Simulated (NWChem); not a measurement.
System: C3H8Si; SMILES [SiH3]C1CC1

Here is an NWChem input.

```
start job
memory heap 200 mb stack 900 mb global 1100 mb
geometry units angstroms noautosym nocenter noautoz
  Si     0.051337    -1.427986     0.000000
  C     -0.571104     0.332377     0.000000
  C      0.173338     1.413364    -0.746501
  C      0.173338     1.413364     0.746501
  H     -0.415436    -2.172968    -1.211257
  H      1.549013    -1.407211     0.000000
  H     -0.415436    -2.172968     1.211257
  H     -1.662780     0.434543     0.000000
  H     -0.418596     2.172775    -1.264969
  H      1.101230     1.148407    -1.263474
  H      1.101230     1.148407     1.263474
  H     -0.418596     2.172775     1.264969
end
basis spherical
  * library 6-31g*
end
dft
  xc b3lyp
  iterations 150
end
cosmo
  do_cosmo_smd true
  solvent etoac
end
task dft energy
```

Output (shortened):

```
             Northwest Computational Chemistry Package (NWChem) 7.3.0
             --------------------------------------------------------

                             Geometry "geometry" -> ""
                             -------------------------

 Output coordinates in angstroms (scale by  1.889725989 to convert to a.u.)

  No.       Tag          Charge          X              Y              Z
 ---- ---------------- ---------- -------------- -------------- --------------
    1 Si                  14.0000     0.05133700    -1.42798600     0.00000000
    2 C                    6.0000    -0.57110400     0.33237700     0.00000000
    3 C                    6.0000     0.17333800     1.41336400    -0.74650100
    4 C                    6.0000     0.17333800     1.41336400     0.74650100
    5 H                    1.0000    -0.41543600    -2.17296800    -1.21125700
    6 H                    1.0000     1.54901300    -1.40721100     0.00000000
    7 H                    1.0000    -0.41543600    -2.17296800     1.21125700
    8 H                    1.0000    -1.66278000     0.43454300     0.00000000
    9 H                    1.0000    -0.41859600     2.17277500    -1.26496900
   10 H                    1.0000     1.10123000     1.14840700    -1.26347400
   11 H                    1.0000     1.10123000     1.14840700     1.26347400
   12 H                    1.0000    -0.41859600     2.17277500     1.26496900

 Effective nuclear repulsion energy (a.u.)     160.7512889882

                                 NWChem DFT Module
                                 -----------------

 Summary of "ao basis" -> "ao basis" (spherical)
 ------------------------------------------------------------------------------
       Tag                 Description            Shells   Functions and Types
 ---------------- ------------------------------  ------  ---------------------
 Si                          6-31g*                  8       18   4s3p1d
 C                           6-31g*                  6       14   3s2p1d
 H                           6-31g*                  2        2   2s

 in cosmo_initialize ...
 calling solv_data for solv:etoac

 solvent parameters
 solvname_short: etoac
 solvname_long:  ethyl acetate
 dielec:        5.9867
 dielecinf:     1.8832
 nonaqueous SMD model solvent descriptors
 dielec:        5.9867
 sola:          0.0000
 solb:          0.4500
 solc:          0.0000
 solg:         33.6700
 solh:          0.0000
 soln:          1.3723

[...]

                                COSMO-SMD solvation results
                                ---------------------------

             internal energy in gas <Psi(g)|H|Psi(g)> =      -408.585958187068
         internal energy in solvent <Psi(s)|H|Psi(s)> =      -408.585788562892
                               delta internal energy  =         0.000169624175 (    0.11 kcal/mol)
   total free energy in solvent <Psi(s)|H+V/2|Psi(s)> =      -408.588135009230
 polarization energy contribution <Psi(s)|V/2|Psi(s)> =        -0.002346446338 (   -1.47 kcal/mol)
    total free energy in solvent including G(SMD-CDS) =      -408.590322614070
                       G(SMD-CDS) energy contribution =        -0.002187604840 (   -1.37 kcal/mol)
     1 M fixed-concentration free energy of solvation =        -0.004364427003 (   -2.74 kcal/mol)

                       DFT Final Molecular Orbital Analysis
                       ------------------------------------

 Vector   18  Occ=2.000000D+00  E=-3.234298D-01
              MO Center= -6.3D-02,  7.1D-02,  4.5D-10, r^2= 3.3D+00
   Bfn.  Coefficient  Atom+Function         Bfn.  Coefficient  Atom+Function
  ----- ------------  ---------------      ----- ------------  ---------------
    21      0.298080   2 C  px               64     -0.220386   6 H  s
     7     -0.214606   1 Si px               67     -0.201552   8 H  s
    68     -0.199714   8 H  s                 8      0.181743   1 Si py
    22     -0.176211   2 C  py               63     -0.172099   6 H  s
    25      0.163777   2 C  px               35     -0.132658   3 C  px

 Vector   19  Occ=2.000000D+00  E=-2.908536D-01
              MO Center= -2.2D-01,  4.0D-01,  2.9D-09, r^2= 3.0D+00
   Bfn.  Coefficient  Atom+Function         Bfn.  Coefficient  Atom+Function
  ----- ------------  ---------------      ----- ------------  ---------------
    23      0.402660   2 C  pz               27      0.239026   2 C  pz
    36      0.225930   3 C  py               50     -0.225930   4 C  py
    62      0.164086   5 H  s                66     -0.164086   7 H  s
    35      0.146177   3 C  px               49     -0.146177   4 C  px
    40      0.142335   3 C  py               54     -0.142335   4 C  py

 Vector   20  Occ=2.000000D+00  E=-2.869730D-01
              MO Center= -3.9D-03,  7.0D-01, -6.3D-10, r^2= 2.8D+00
   Bfn.  Coefficient  Atom+Function         Bfn.  Coefficient  Atom+Function
  ----- ------------  ---------------      ----- ------------  ---------------
    22      0.293584   2 C  py                8     -0.242370   1 Si py
    37     -0.240939   3 C  pz               51      0.240939   4 C  pz
    36     -0.227686   3 C  py               50     -0.227686   4 C  py
    26      0.183035   2 C  py               41     -0.151266   3 C  pz
    55      0.151266   4 C  pz               40     -0.124018   3 C  py

 Vector   21  Occ=0.000000D+00  E= 4.184136D-02
              MO Center=  1.3D-01, -1.6D+00,  1.9D-09, r^2= 4.6D+00
   Bfn.  Coefficient  Atom+Function         Bfn.  Coefficient  Atom+Function
  ----- ------------  ---------------      ----- ------------  ---------------
    12      1.201109   1 Si py               24     -1.037523   2 C  s
    11     -0.559017   1 Si px               26      0.386215   2 C  py
    64      0.341412   6 H  s                10      0.261228   1 Si s
     8      0.231950   1 Si py               38     -0.230281   3 C  s
    52     -0.230281   4 C  s                62      0.219628   5 H  s

[...]
```

Level: B3LYP/6-31G* (spherical d), SMD on the gas-phase geometry. The geometry was optimised at PBE0/def2-SVP. B3LYP is NWChem's, with the RPA form of VWN correlation. Solvent: ethyl acetate.
